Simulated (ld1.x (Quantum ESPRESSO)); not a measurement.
The numbers below are computed, except where a source is named.
Pseudopotentials across the periodic table

Generated with ld1.x 7.5 (TM, RRKJ, ultrasoft, PAW), atompaw 4.2 or ONCVPSP 4.0.1. The cutoff is in Ry: for ld1.x and atompaw files where the sum of valence levels is converged to 10 mRy in a Bessel basis, for ONCV files where the hardest occupied wave has 1 mHa per electron of residual kinetic energy. The error is the largest all-electron minus pseudo excitation energy over each file’s own four to seven test configurations (ionisations up to +4, promotions, holes and added fractions of an electron), all of which were solved. The labels leave out finer settings (local radius, basis sizes, second energies), which also bear on the numbers. Spin-polarised tests are not counted. The rows are a selection from randomly drawn settings: files with unsolved tests, undetermined cutoffs or missed reference levels are left out.

A true bound ghost makes a file unfit for plane-wave use even where its test errors are small: the radial tests pick states by their node count and pass the ghost by.

```csv
element,potential,cutoff (Ry),largest error (meV),bound ghosts
K,"TM, PBE, fully relativistic, rc 3.55/3.45/3.40 (spd), local smoothed, core correction yes, reference 4s1 4p0",6,+10,none
Ti,"TM, PBEsol, fully relativistic, rc 2.30/3.45/1.50 (spd), local p, core correction no, reference 3d2 4s2 4p0",80,+240,none
V,"TM, PBEsol, non-relativistic, rc 2.35/1.25/1.65 (spd), local smoothed, core correction yes, reference 3p6 3d3 4s2 4p0",80,-114,s
Sn,"TM, PBE, scalar-relativistic, rc 1.70/2.10 (sp), local smoothed, core correction yes, reference 5s1.5 5p2.5",25,-298,"s, d"
W,"TM semilocal, PBE, scalar-relativistic, rc 2.55/2.15/2.60 (spd), local s, core correction no, reference 5p6 5d4 6s1 6p0",30,+474,none
Os,"TM semilocal, BLYP, scalar-relativistic, rc 1.90/3.05/1.50 (spd), local s, core correction yes, reference 5d6 6s1.5 6p0.5",35,-82,none
```

Q: Fill in the row for Ta: TM, PBEsol, scalar-relativistic, rc 2.70/3.40/2.70 (spd), local s, core correction no, reference 5d3 6s2 6p0.

A: cutoff 25 Ry, largest error +216 meV, bound ghosts: none.
